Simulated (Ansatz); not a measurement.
Basis-set extrapolation for CH6BFOSi, SMILES `O[SiH2]CBF` (PBE0-D4/def2-TZVP geometry, frozen core, Ansatz 0.2.0). Multiplicity 1, RHF reference.

|  | def2-TZVPP | def2-QZVPP |
| --- | --- | --- |
| HF | -529.515127 | -529.535670 |
| MP2 correlation | -0.885844 | -0.956891 |
| CCSD(T) correlation | -0.955095 | not run |

Energies in hartree. Use E(X) = E(∞) + A·exp(−7.88·√X) for Hartree–Fock and E(X) = E(∞) + B·X^(−2.97) for correlation, with X = 3 and 4, and add CCSD(T) minus MP2 of the smaller set to the MP2 limit.

Q: What is the CCSD(T) energy at the basis-set limit?

A: HF limit: -529.535670 + (-0.020543) × 0.13774 = -529.53850. MP2 limit: -0.956891 + (-0.071047) × 0.74074 = -1.00952. Higher-order term: -0.955095 − (-0.885844) = -0.06925. Total: -530.61727 hartree, 386.1 kJ/mol below CCSD(T)/def2-TZVPP.
